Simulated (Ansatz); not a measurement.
`F[CH]([SiH3])[GeH3]` + `ClB[SeH]` → `[SiH3][Se]BCl` + `F[CH2][GeH3]`  (ligand exchange at the Si–C bond)

Gas-phase electronic energies from Ansatz, PBE0-D4/def2-TZVP geometries. CCSD(T)/CBS adds triple-zeta CCSD(T) − MP2 to the extrapolated MP2 energy (def2 sets, frozen cores). Functionals use def2-TZVPP. B3LYP here is the variant with VWN-RPA as its local correlation; programs differ in this. For Ge, Se outer-core shells are correlated without core-valence functions, which leaves a few kJ/mol of doubt a bond. Scalar relativity is left out up to krypton. Each species was taken in one conformer, which may not be the lowest.

Problem. Is it downhill or uphill in electronic energy at CCSD(T)/CBS, and by how much? (Best estimate.)

Solution. Computed: Downhill: ΔE = -0.73 eV.

Problem. What do these levels give: PBE0-D4, B3LYP-D4, B2PLYP, PBE0, B3LYP, HF/def2-TZVPP, CCSD/def2-TZVPP, CCSD(T)/def2-TZVPP, HF/def2-QZVPP, MP2/def2-QZVPP, MP2/CBS(def2), CCSD/CBS(def2)? (An estimate is asked.)

Solution. Ansatz gave: PBE0-D4 -0.75, B3LYP-D4 -0.71, B2PLYP -0.74, PBE0 -0.76, B3LYP -0.72, HF/def2-TZVPP -0.80, CCSD/def2-TZVPP -0.72, CCSD(T)/def2-TZVPP -0.71, HF/def2-QZVPP -0.80, MP2/def2-QZVPP -0.79, MP2/CBS(def2) -0.80, CCSD/CBS(def2) -0.74 eV.

Largest T1 diagnostic among the species: 0.012.

From PBE to PBE0 (25 % exact exchange), in def2-TZVPP and without D4, ΔE moves by −0.04 eV.
